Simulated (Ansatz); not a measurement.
```yaml
crystal:
  periodic: [false, false, false]
  atoms:
    - {symbol: C, position_ang: [-0.014310, -1.473202, 1.418548]}
    - {symbol: Si, position_ang: [0.522619, -0.961824, -0.301057]}
    - {symbol: O, position_ang: [2.175610, -0.951485, -0.461595]}
    - {symbol: Al, position_ang: [-0.203211, 1.329639, -0.890547]}
    - {symbol: O, position_ang: [-1.679197, 2.128927, -0.435749]}
    - {symbol: Al, position_ang: [-1.087979, 3.475715, -1.355371]}
    - {symbol: H, position_ang: [0.306972, -2.494494, 1.643393]}
    - {symbol: H, position_ang: [0.398073, -0.808479, 2.180632]}
    - {symbol: H, position_ang: [-1.105025, -1.440244, 1.493727]}
    - {symbol: H, position_ang: [-0.071060, -1.946484, -1.263215]}
    - {symbol: H, position_ang: [2.630134, -1.793860, -0.408108]}
    - {symbol: H, position_ang: [-1.795528, 4.880691, -1.586860]}
basis:
  gaussian: {orbitals: cc-pVDZ}
total_charge: 1
magnetization: {spin_polarized: true, initial_magnetization: 1}
hamiltonian: {xc: {name: wB97X-V}, pseudopotentials: {relativity: none}}
scf: {lower_state_search: off}
scf: {max_iter: 3}
output: {forces: true}
```

```sh
$ ansatz run in.yaml --threads 4 --pin off --events-out ev --progress --plain --max-ram 10444MiB
```

**Question.** How does Ansatz answer? (An estimate is asked.)

**Answer.** Ansatz gave: The program refused the input.
```
Error: YAML parse error: error: line 22 column 1: duplicate mapping key: scf, set DuplicateKeyPolicy in Options if acceptable
20 | hamiltonian: {xc: {name: wB97X-V}, pseudopotentials: {relativity:…
21 | scf: {lower_state_search: off}
22 | scf: {max_iter: 3}
23 | output: {forces: true}
```
